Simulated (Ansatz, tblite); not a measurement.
Removing and adding an electron: Ga(AsH3)H3 (GaAsH6). Total charge 0; singlet. Geometry: B3LYP-D4/def2-TZVP. Ansatz, gas phase; energy differences of separate SCF runs; the oxidised species was run as a doublet alone; the reduced species was run as a doublet alone.

```xyz
8

Ga    0.8379   -0.3462   -1.3000
As   -0.5902    0.2425    0.9219
H    -0.9127   -0.8266    1.9431
H    -1.9953    0.7905    0.7998
H    -0.0902    1.2751    1.9084
H    -0.1095   -1.5074   -1.7841
H     2.1682   -0.7091   -0.5396
H     0.6919    1.0812   -1.9495
```

The xTB rows come from tblite.

```tsv
level	−HOMO (eV)	vertical IE (eV)	−LUMO (eV)	vertical EA (eV)	HOMO–LUMO gap (eV)	remarks
GFN1-xTB	11.98	14.78	6.06	–	5.92	–
GFN2-xTB	11.30	14.11	5.68	–	5.61	–
r2SCAN-D4/def2-TZVPD	7.04	–	0.90	-0.54	6.14	HOMO above zero (-1 doublet)
PBE0-D4/def2-TZVPD	7.96	–	0.65	-0.57	7.30	HOMO above zero (-1 doublet)
```

(1) Estimate the rows for PBE-D4/def2-TZVPD, r2SCAN-D4/def2-TZVP, PBE0-D4/def2-TZVP.

Answers

(1) 
```json
{"level": "PBE-D4/def2-TZVPD", "−HOMO (eV)": "6.75", "vertical IE (eV)": "–", "−LUMO (eV)": "1.41", "vertical EA (eV)": "-0.38", "HOMO–LUMO gap (eV)": "5.34", "remarks": "HOMO above zero (-1 doublet)"}
{"level": "r2SCAN-D4/def2-TZVP", "−HOMO (eV)": "7.05", "vertical IE (eV)": "10.04", "−LUMO (eV)": "0.81", "vertical EA (eV)": "–", "HOMO–LUMO gap (eV)": "6.24", "remarks": "–"}
{"level": "PBE0-D4/def2-TZVP", "−HOMO (eV)": "7.96", "vertical IE (eV)": "10.17", "−LUMO (eV)": "0.41", "vertical EA (eV)": "–", "HOMO–LUMO gap (eV)": "7.56", "remarks": "–"}
```

Run but left out: PBE-D4/def2-TZVP (charge +1 doublet: an occupied level 0.06 eV above an empty one).   A HOMO above zero means that the electron is unbound at that level or that self-interaction error raises the level; the energy of removing that electron tells which. Raw xTB energy differences between charge states are shifted by several eV; the methods need an empirical correction for them. A negative affinity means that the extra electron isn't bound; its size then hangs on the basis.
